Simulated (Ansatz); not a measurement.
Bond stretch in MgH, doublet.

Methods: UKS-PBE = unrestricted PBE/def2-SVP (Ansatz, an electronic-structure program); UKS-CAM-B3LYP = unrestricted CAM-B3LYP/def2-SVP (Ansatz); FCI = full CI/def2-SVP, frozen core (Ansatz).

Energies relative to the lowest point of each curve near equilibrium, in mEh; the last columns give the error against full CI:

| R / Å | UKS-PBE | UKS-CAM-B3LYP | FCI | UKS-PBE − FCI | UKS-CAM-B3LYP − FCI |
|---|---|---|---|---|---|
| 1.32 | 45.7 | 43.1 | 45.6 | 0.1 | -2.5 |
| 1.40 | 27.0 | 24.9 | 26.5 | 0.5 | -1.6 |
| 1.50 | 12.1 | 10.5 | 11.4 | 0.7 | -0.9 |
| 1.57 | 5.8 | 4.7 | 5.2 | 0.6 | -0.5 |
| 1.65 | 1.7 | 1.1 | 1.3 | 0.4 | -0.3 |
| 1.68 | 0.9 | 0.4 | 0.6 | 0.3 | -0.2 |
| 1.74 | 0.0 | 0.0 | 0.0 | 0.0 | 0.0 |
| 1.77 | 0.0 | 0.2 | 0.1 | -0.1 | 0.1 |
| 1.84 | 0.7 | 1.4 | 1.2 | -0.5 | 0.2 |
| 1.90 | 2.1 | 3.2 | 2.9 | -0.8 | 0.3 |
| 2.02 | 6.2 | 8.1 | 7.6 | -1.4 | 0.5 |
| 2.13 | 11.0 | 13.6 | 13.0 | -2.0 | 0.6 |
| 2.37 | 22.2 | 25.9 | 25.1 | -2.8 | 0.9 |
| 2.65 | 33.8 | 37.6 | 36.2 | -2.4 | 1.4 |
| 2.90 | 41.2 | 44.5 | 41.8 | -0.6 | 2.7 |
| 3.11 | 45.4 | 48.0 | 44.0 | 1.5 | 4.1 |
| 3.48 | 49.2 | 51.2 | 45.1 | 4.1 | 6.1 |
| 3.85 | 50.3 | 52.4 | 45.2 | 5.0 | 7.2 |
| 4.20 | 50.6 | 52.9 | 45.2 | 5.4 | 7.7 |
| 4.77 | 50.8 | 53.2 | 45.2 | 5.6 | 8.0 |
| 5.31 | 50.8 | 53.3 | 45.2 | 5.7 | 8.1 |
| 6.11 | 50.9 | 53.3 | 45.2 | 5.8 | 8.1 |
| 6.88 | 51.0 | 53.3 | 45.2 | 5.8 | 8.1 |

UKS-PBE is furthest from FCI at 6.88 (5.8 mEh, above); its mean absolute error over the points is 2.3 mEh.

UKS-CAM-B3LYP is furthest from FCI at 6.88 (8.1 mEh, above); its mean absolute error over the points is 3.0 mEh.
